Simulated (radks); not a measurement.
Values are calculated unless marked as measured or tabulated.
The fluorine ion F2+, 7 electrons, occupied as [He] 2s2 2p2 4p1 (not the ground configuration). Code: a radial shooting solver on a logarithmic mesh with Libxc functionals. Model: Dirac Kohn-Sham, BLYP, spin-unpolarised, spherical densities, point nucleus; open shells fill j = l - 1/2 first.

Normalised radial functions P(r) = r R(r) (large component), r in bohr:

r,2s1/2,2p3/2
0.01553,0.1889,0.0061
0.01765,0.2104,0.0079
0.02006,0.2338,0.0100
0.02298,0.2605,0.0130
0.02612,0.2874,0.0166
0.02969,0.3156,0.0211
0.03374,0.3450,0.0267
0.03835,0.3750,0.0338
0.04359,0.4048,0.0427
0.04954,0.4337,0.0537
0.0563,0.4605,0.0674
0.06399,0.4838,0.0842
0.07273,0.5018,0.1048
0.08266,0.5126,0.1298
0.09395,0.5138,0.1600
0.1068,0.5029,0.1960
0.1214,0.4773,0.2385
0.1379,0.4344,0.2881
0.1568,0.3718,0.3452
0.1782,0.2878,0.4099
0.2025,0.1816,0.4818
0.2302,0.0535,0.5601
0.2616,-0.0944,0.6432
0.2973,-0.2579,0.7287
0.3406,-0.4418,0.8184
0.3871,-0.6154,0.8975
0.44,-0.7792,0.9665
0.5001,-0.9216,1.0200
0.5684,-1.0311,1.0522
0.646,-1.0973,1.0579
0.7342,-1.1135,1.0339
0.8344,-1.0778,0.9792
0.9484,-0.9940,0.8958
1.078,-0.8714,0.7887
1.225,-0.7237,0.6656
1.392,-0.5669,0.5358
1.582,-0.4167,0.4093
1.799,-0.2854,0.2946
2.044,-0.1806,0.1983
2.323,-0.1045,0.1235
2.641,-0.0547,0.0705
3.001,-0.0255,0.0364
3.411,-0.0103,0.0165
3.877,-0.0037,0.0067
4.406,-0.0011,0.0024
5.048,-0.0003,0.0007
5.737,-0.0001,0.0002
6.521,0.0000,0.0000
7.411,0.0000,0.0000
8.423,0.0000,0.0000
9.573,0.0000,0.0000
10.88,0.0000,0.0000
12.37,0.0000,0.0000
14.06,0.0000,0.0000
15.97,0.0000,0.0000
18.16,0.0000,0.0000

2s1/2: eigenvalue -85.278 eV, 1 radial node at r = 0.242 bohr, <r> = 0.879 bohr, 90 % of the charge inside 1.37 bohr. 2p3/2 (empty): eigenvalue -66.957 eV, 0 radial nodes, <r> = 0.831 bohr, 90 % of the charge inside 1.38 bohr.
